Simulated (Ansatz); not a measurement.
Geometry optimisation, RHF/cc-pVDZ in Ansatz 0.2.0.

Input file:

```yaml
crystal:
  periodic: [false, false, false]
  atoms:
    - { symbol: B, position_ang: [-1.278, 1.5112, -1.146] }
    - { symbol: Al, position_ang: [0.5587, 0.8532, -0.7101] }
    - { symbol: S, position_ang: [1.0341, 0.2542, 1.4116] }
    - { symbol: C, position_ang: [0.5832, -1.457, 1.229] }
    - { symbol: H, position_ang: [-1.5946, 1.8515, -2.2846] }
    - { symbol: H, position_ang: [-2.1379, 1.6646, -0.3058] }
    - { symbol: H, position_ang: [1.6839, 0.7108, -1.8583] }
    - { symbol: H, position_ang: [-0.5314, -1.4768, 0.9664] }
    - { symbol: H, position_ang: [0.6621, -1.9876, 2.2339] }
    - { symbol: H, position_ang: [1.1031, -1.9753, 0.4667] }
basis:
  gaussian: { orbitals: cc-pVDZ }
hamiltonian:
  xc: hf
relax:
  f_tol: 0.015
  max_steps: 40
```

Run as:

```bash
$ ansatz run input.yaml --threads 1 --pin off --max-ram 2048MiB --backend cpu --events-out ev --progress --plain --runs-dir out
```

Task: Where does it end, and by what steps?

Result: The forces met the threshold. The force dipped under the threshold on the way, but the program's further checks kept it going. After 37 steps the energy has fallen by 0.883 eV; H7 moved furthest, 1.48 Å.

```csv
step,energy less start (eV),largest force component (eV/Å),accepted
0,0.0000,3.280,yes
2,-0.4413,0.383,yes
4,-0.4862,0.759,yes
6,-0.6220,0.719,yes
8,-0.7844,0.359,yes
10,-0.8195,0.212,yes
12,-0.8587,0.079,yes
14,-0.8736,0.047,yes
16,-0.8747,0.133,yes
18,-0.8779,0.087,yes
20,-0.8798,0.164,yes
22,-0.8810,0.041,yes
24,-0.8816,0.004,yes
26,-0.8820,0.020,yes
28,-0.8824,0.033,yes
30,-0.8825,0.054,no
32,-0.8825,0.095,no
34,-0.8829,0.002,yes
36,-0.8830,0.050,no
37,-0.8831,0.008,yes
```

```xyz
10
Properties=species:S:1:pos:R:3
B -1.231 1.134 -1.170
Al 0.881 1.091 -0.749
S 1.744 -0.392 0.646
C 0.319 -1.404 1.215
H -1.721 0.510 -2.075
H -2.004 1.786 -0.517
H 1.952 2.080 -1.376
H -0.448 -0.785 1.678
H 0.701 -2.100 1.959
H -0.110 -1.973 0.392
```

Time of the run: 92 s on 1 thread of Arm Neoverse V1, on a shared host, peak memory 0.17 GiB.
